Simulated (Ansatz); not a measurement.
## What each rung costs, and what it gives

Saddle point of BSiH$_{7}$O$_{3}$, closed shell (BSiH₅O₂ ([OH][B]([OH])[SiH3]) + H₂O → BH₃O₃ ([OH][B]([OH])[OH]) + SiH₄; bonds formed: B1–O6, Si2–H5; bonds broken: B1–Si2, H5–O6), PBE0-D4/def2-TZVP structure:

B1  (-0.252, -0.784, 0.106)
Si2  (0.461, 1.499, 0.100)
O3  (-1.605, -0.816, 0.373)
O4  (0.624, -1.403, 0.971)
H5  (0.159, 0.048, -1.211)
O6  (-0.034, -1.063, -1.419)
H7  (0.014, 2.608, -0.800)
H8  (-0.159, 1.767, 1.429)
H9  (1.939, 1.652, 0.272)
H10  (-1.788, -0.945, 1.306)
H11  (1.543, -1.366, 0.701)
H12  (-0.903, -1.198, -1.826)
(Å)

Barriers are electronic and count from the start structure reached by relaxing down the imaginary mode.

Program: Ansatz 0.2.0. Basis: as named in each row. Cores are frozen in the correlated methods. B3LYP uses VWN-RPA correlation. Extrapolation: Hartree–Fock as exp(−7.88 √X), correlation as X^−2.97.

Times are rough, for one single point on 8 threads of a shared host (Arm Neoverse V1).

The estimate by CCSD(T) at an estimated basis limit (MP2 extrapolated from triple and quadruple zeta, plus CCSD(T) − MP2 in triple zeta) is 37.18 kcal/mol.

| method | basis | time (s) | barrier (kcal/mol) | method less estimate |
| --- | --- | --- | --- | --- |
| HF | STO-3G | under 1 | 56.40 | 19.22 |
| PBE-D4 | STO-3G | under 1 | 16.89 | -20.29 |
| SPW92 | def2-SVP | under 1 | 13.65 | -23.53 |
| B3LYP-D4 | 6-31G | under 1 | 33.98 | -3.20 |
| PBE-D4 | def2-SVP | under 1 | 22.86 | -14.32 |
| PBE0-D4 | def2-SVP | under 1 | 27.58 | -9.59 |
| SPW92 | def2-TZVPP | under 1 | 19.74 | -17.44 |
| PBE-D4 | def2-TZVPP | 1 | 27.66 | -9.51 |
| BLYP-D4 | def2-TZVPP | 1 | 33.09 | -4.09 |
| B3LYP-D4 | def2-TZVPP | 2 | 35.46 | -1.72 |
| BHLYP-D4 | def2-TZVPP | 2 | 39.87 | 2.69 |
| PBE0-D4 | def2-TZVPP | 2 | 31.09 | -6.08 |
| CAM-B3LYP-D4 | def2-TZVPP | 2 | 36.30 | -0.88 |
| wB97M-V | def2-SVP | 2 | 29.63 | -7.55 |
| r2SCAN-D4 | def2-TZVPP | 3 | 29.53 | -7.65 |
| r2SCAN0-D4 | def2-TZVPP | 3 | 32.08 | -5.10 |
| B2PLYP | def2-TZVPP | 4 | 36.52 | -0.65 |
| PBE-QIDH | def2-TZVPP | 4 | 33.92 | -3.25 |
| RPA on PBE | def2-TZVPP | 4 | 36.35 | -0.83 |
| CCSD(T) | def2-SVP | 4 | 36.66 | -0.52 |
| wB97X-V | def2-TZVPP | 5 | 35.80 | -1.38 |
| wB97M-V | def2-TZVPP | 6 | 34.25 | -2.93 |
| B97M-V | def2-TZVPP | 6 | 32.78 | -4.40 |
| MP2 | def2-QZVPP | 23 | 35.49 | -1.68 |
| CCSD(T) | def2-TZVPP | 140 | 36.29 | -0.89 |

All methods are single points on the PBE0-D4 structures.

The T1 diagnostic stays at or below 0.014.

Labels in which every atom is bracketed show which atoms are joined, not bond orders.
